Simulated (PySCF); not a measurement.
Structure with atom numbers: `[CH3:1][NH:2][P:3]1(=[N:4][SiH3:5])[CH:6]=[CH:7][CH:8]=[CH:9]1` (H(Xn): hydrogen on atom n).

PySCF 2.14 calculation with σ from GIAO-PBE0/pcSseg-1 and PBE0-D3(BJ)/def2-SVP geometry; one averaged value for each set of equivalent atoms, no relativistic terms, no solvent model, a single conformation.

References, each an isolated molecule treated in the same way: TMS for ¹³C and ¹H and ²⁹Si; NH3 for ¹⁵N; H3PO4 for ³¹P.

```
      atoms  nucleus  count  Hirshfeld charge  δ (ppm)
         C1      ¹³C      1             -0.07     26.0
      H(C1)       ¹H      3              0.04     2.41
H(C7)/H(C8)       ¹H      2              0.06        ?
      C7/C8      ¹³C      2             -0.03    146.9
         N2      ¹⁵N      1             -0.19     37.5
      C6/C9      ¹³C      2             -0.10        ?
H(C6)/H(C9)       ¹H      2              0.06     5.89
     H(Si5)       ¹H      3             -0.10        ?
        Si5     ²⁹Si      1              0.29    -72.0
         N4      ¹⁵N      1             -0.40      8.9
         P3      ³¹P      1              0.43        ?
      H(N2)       ¹H      1              0.13     1.11
```

Estimate the values marked ?.

Results:


- C6/C9: 135.7 ppm, alkene CH; as expected for a trigonal carbon in a double bond
- H(C7)/H(C8): 6.72 ppm, hydrogen on an alkene CH; a vinylic proton, deshielded by the sp2 carbon and the C=C anisotropy
- H(Si5): 4.77 ppm, hydrogen on a silicon bonded to N
- P3: 12.8 ppm, phosphorus bonded to 2 C, 2 N, in a 5-membered ring

Exchangeable OH/NH protons stand at their gas-phase positions; hydrogen bonding in a real sample shifts them, mostly to higher δ. Shifts are as computed. Against solution values, carbons near 30 ppm lie about +2 ppm off and those near 130 ppm about +5 ppm (rms about the fit 1.9 ppm; single classes can miss by 10 ppm). Of 1328 compounds with measured shifts, 309 miss one by over three times the rms of a fit or turn the order of signals round; such compounds aren't used in these exercises. Signals without a measured value on file couldn't be tested in this way; 1H shifts scatter by 0.2 ppm about their fit, and single ones miss by 0.5 ppm. Experimental scales use liquid or dissolved standards, which lie at an offset from isolated NH3 (liquid NH3: subtract about 20 ppm) and H3PO4.
